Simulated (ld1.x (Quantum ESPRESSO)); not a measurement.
## Ag: one change to an RRKJ potential, before and after

```json
{"Element": "Ag (Z = 47)", "Generator": "ld1.x (Quantum ESPRESSO) 7.5", "Type": "norm-conserving RRKJ (Kleinman–Bylander form)", "Functional": "PBE", "Relativity": "fully relativistic", "Frozen core": "[Kr]", "Valence charge": "11", "Reference configuration": "4d10 5s0 5p1", "Partial waves": "5p (bound): rc 2.35 bohr; 4d (bound): rc 1.90 bohr; 5s (bound, empty): rc 1.85 bohr", "Local potential": "the s channel", "Core correction": "a·sin(br)/r model core inside 1.50 bohr", "rho0": "0.001"}
```

Open shells are filled in proportion to 2j + 1 (rel_dist='average').

Change: wave 4d (bound): rc 1.90 bohr becomes 4d (bound): rc 2.10 bohr.

Cutoffs: the cutoffs (Ry, on a coarse ladder) from which the occupation-weighted sum of valence levels, in a spherical-Bessel basis at the reference potential, stays within 10 and 1 mRy of its value at 400 Ry; they do not see the model core or the augmentation charge, which bear on the density cutoff. Errors are all-electron minus pseudo energies relative to the spin-unpolarised reference configuration.

Predict the effect on cutoff, ghosts and configuration errors.

The potential gets softer (45 Ry and 60 Ry → 40 Ry and 55 Ry); of the 7 tests that both files solve, the error grows in 0 and shrinks in 4 by more than 15 % and 0.3 meV (median size 80.9 → 54.1 meV); neither file shows a bound ghost. A larger radius leaves more room for a smooth pseudo-wave, so fewer plane waves are needed. That the errors move this way runs against the usual rule that smaller radii transfer better.

```csv
quantity,base,changed
"cutoff, loose",45 Ry,40 Ry
"cutoff, tight",60 Ry,55 Ry
loose cutoff by channel (10 mRy a level),"p 6 Ry, d 40 Ry","p 6 Ry, d 35 Ry"
bound ghosts,none,none
"error for 4d10 5s1 5p0, meV [ΔE -3.86 eV]",-0.7,-0.4
"error for 4d10 5s0 5p0, meV [ΔE 3.90 eV]",-2.3,-1.9
"error for 4d9 5s0 5p0, meV [ΔE 26.01 eV]",-113,-103
"error for 4d10 5s0.5 5p0, meV [ΔE -0.84 eV]",-0.4,-0.5
"error for 4d9 5s1 5p0, meV [ΔE 9.29 eV]",-81,-55
"error for 4d8 5s0 5p0, meV [ΔE 62.20 eV]",-590,-489
"error for 4d9 5s2 5p0, meV [ΔE 0.22 eV]",-93,-54
s: phases at 2.54 bohr within 0.05 rad from the reference energy up to (Ry; the scan ends near 5),1.9,1.9
p1/2: phases at 2.54 bohr within 0.05 rad from the reference energy up to (Ry; the scan ends near 5),to the end of the scan,to the end of the scan
p3/2: phases at 2.54 bohr within 0.05 rad from the reference energy up to (Ry; the scan ends near 5),4.6,4.6
d3/2: phases at 2.54 bohr within 0.05 rad from the reference energy up to (Ry; the scan ends near 5),0.9,0.9
d5/2: phases at 2.54 bohr within 0.05 rad from the reference energy up to (Ry; the scan ends near 5),0.9,0.9
```
